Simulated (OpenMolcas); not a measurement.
# Cu6+: effect of correlating more closed shells

- Program: OpenMolcas
- Basis: ANO-RCC-VTZP [6s5p3d2f1g]
- Scalar Hamiltonian: DKH2, point nucleus
- Active space: 5 electrons in 5 orbitals (3d)
- State averaging: 2S+1 = 6 even, 1 root; 2S+1 = 4 even, 24 roots; 2S+1 = 2 even, 75 roots
- Spin-orbit coupling: state interaction with AMFI integrals over the reference wave functions, term energies averaged over their components

Methods on the same reference wave functions:
A. CASSCF
B. MS-CASPT2, IPEA 0.25 Eh, imaginary shift 0.1 Eh (closed shells correlated: none)
C. MS-CASPT2, IPEA 0.25 Eh, imaginary shift 0.1 Eh (closed shells correlated: 3s 3p)
D. MS-CASPT2, IPEA 0.25 Eh, imaginary shift 0.1 Eh (closed shells correlated: 2s 2p 3s 3p)

Energies in cm⁻¹ above 3d⁵ ⁶S_5/2, the measured ground level; measured values from the list in Gamrath, thesis, University of Mons (2023).

| Level | A | B | C | D | Measured |
| --- | --- | --- | --- | --- | --- |
| 3d⁵ ⁶S_5/2 | 0.0 | 0.0 | 0.0 | 0.0 | 0.0 |
| 3d⁵ ⁴G_5/2 | 51243 | 49430 | 47750 | 47790 |  |
| 3d⁵ ⁴G_7/2 | 51352 | 49550 | 47880 | 47920 |  |
| 3d⁵ ⁴G_11/2 | 51381 | 49590 | 47920 | 47960 |  |
| 3d⁵ ⁴G_9/2 | 51417 | 49620 | 47950 | 48000 |  |
| 3d⁵ ⁴P_5/2 | 58674 | 54590 | 52390 | 52310 | 50732 |
| 3d⁵ ⁴P_3/2 | 58965 | 54870 | 52690 | 52610 | 51067 |
| 3d⁵ ⁴P_1/2 | 59320 | 55180 | 53060 | 52980 | 51407 |
| 3d⁵ ⁴D_7/2 | 63680 | 60150 | 57220 | 57150 | 55742 |
| 3d⁵ ⁴D_1/2 | 64032 | 60490 | 57580 | 57520 | 56210 |
| 3d⁵ ⁴D_3/2 | 64304 | 60720 | 57860 | 57800 | 56428 |
| 3d⁵ ⁴D_5/2 | 64355 | 60750 | 57910 | 57850 | 56427 |
| 3d⁵ ²I_11/2 | 73111 | 71650 | 69890 | 70030 | 67757 |
| 3d⁵ ²I_13/2 | 73372 | 71950 | 70200 | 70340 | 67918 |
| 3d⁵ ²D_5/2(1) [61 %] | 81316 | 76490 | 73230 | 73150 |  |
| 3d⁵ ²D_3/2(1) | 82848 | 77920 | 74590 | 74500 | 72227 |
| 3d⁵ ²F_7/2(1) | 84849 | 80060 | 77170 | 77110 | 74408 |
| 3d⁵ ⁴F_9/2 | 85723 | 80650 | 78160 | 78100 | 75930 |
| 3d⁵ ⁴F_5/2 | 85928 | 80850 | 78320 | 78260 | 76019 |
| 3d⁵ ⁴F_7/2 | 86038 | 80970 | 78460 | 78390 | 76349 |
| 3d⁵ ⁴F_3/2 | 86714 | 81620 | 79040 | 78970 | 76886 |
| 3d⁵ ²H_9/2 [66 %] | 89638 | 85750 | 83310 | 83330 | 80717 |
| 3d⁵ ²H_11/2 | 90573 | 86790 | 84710 | 84750 | 81954 |
| 3d⁵ ²G_7/2(1) | 92894 | 88830 | 85210 | 85180 | 82746 |

Deviations, from unrounded energies. A percentage is the sum of absolute deviations over the sum of measured energies, with the sign that they share, or ± where signs differ.

```tsv
Against measurement	Levels	A	B	C	D
mean absolute deviation (cm-1)	18	8600	4600	2000	2000
other terms of the ground configuration (%)	18	+12.7	+6.8	+3.0	+3.0
```

C, D lie about equally close to measurement and A furthest from it. The largest miss of D in the table is 3d⁵ ²H_11/2, by +2800 cm-1. The ranking rests on the paired levels alone, and a cruder setting can come out closer through cancelling errors.

Among B to D the level of the table that moves most is 3d⁵ ²G_7/2(1), by 3600 cm-1 (lowest in D, highest in B). Moves below CASPT2's spread within the term are not significant.

The two smallest mean deviations differ by little beside CASPT2's spread within terms, so their order carries little weight.

From A to B the spin-free energies of the other terms of 3d⁵ shown, above ⁶S, scale by factors of 0.93 to 0.98.

The lowest spin-free term lies below A's lowest term by 0.068 hartree in B, 0.392 hartree in C, 0.441 hartree in D.

What an inner shell adds also hangs on whether the basis holds functions to correlate it.

CASPT2 breaks the degeneracy within a term, and the mean is taken; among the terms shown or strongly mixed into the levels shown the widest spread is 420 cm-1 (3d⁵ ⁴F, D). Some levels mix across a computed gap that differs much from the measured one, so their mixing is not that of the real levels. Without dynamic correlation excited terms often stand tens of per cent too high (terms of higher spin than the ground term too low), and those without a measured partner can miss by more than the paired ones (holds for A). Blocks of more than 70 roots (2S+1 = 2 even) ran without multistate coupling (holds for B; C; D). Computed and measured levels are paired by configuration, term and J; levels that our copy of the source lacks, or whose pairing is in doubt (as where it misses far off the trend of its configuration), stay unpaired and out of the deviations. Only configurations of the active space appear. The table leaves out levels that lie high or whose names do not pair safely across all columns.

A share in square brackets marks a mixed level and gives the weight of the term that names it, the lowest over the columns. A number in round brackets counts repeated terms of one configuration in the order of the reference energies.
